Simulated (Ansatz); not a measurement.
One change: `COB(N)O` becomes `BB(N)O`.

Ansatz, PBE0-D4/def2-TZVP geometries, multiplicity 1. Each molecule was computed in one conformer, which needn't be the lowest.

| property | `COB(N)O` |
| --- | --- |
| size of the dipole moment (PBE/def2-TZVPP) / D | 1.76 |
| LUMO energy (ωB97M-V/def2-TZVPP) / eV | 2.18 |
| HOMO energy (ωB97M-V/def2-TZVPP) / eV | -9.99 |
| LUMO energy (B3LYP/def2-TZVPP) / eV | 0.51 |
| HOMO energy (B3LYP/def2-TZVPP) / eV | -7.33 |
| HOMO–LUMO gap (ωB97M-V/def2-TZVPP) / eV | 12.17 |

**Question.** Give the same properties after the change, and the shifts. (Estimate.)

**Answer.** The calculation gave: 
```csv
property,`BB(N)O`,shift
size of the dipole moment (PBE/def2-TZVPP) / D,0.64,-1.12
LUMO energy (ωB97M-V/def2-TZVPP) / eV,-0.12,-2.30
HOMO energy (ωB97M-V/def2-TZVPP) / eV,-10.10,-0.11
LUMO energy (B3LYP/def2-TZVPP) / eV,-2.28,-2.79
HOMO energy (B3LYP/def2-TZVPP) / eV,-7.50,-0.17
HOMO–LUMO gap (ωB97M-V/def2-TZVPP) / eV,9.98,-2.19
```

With PBE0 the HOMO falls by 0.17 eV and the LUMO falls by 2.92 eV, so the gap narrows by about 2.75 eV. PBE moves the HOMO by -0.27 eV and ωB97M-V by -0.11 eV. The zero-point energy changes by -60.4 kJ/mol with -6 modes. Dipoles are sizes alone; their direction can turn.

B3LYP here is the variant with VWN-RPA as its local correlation; programs differ in this.
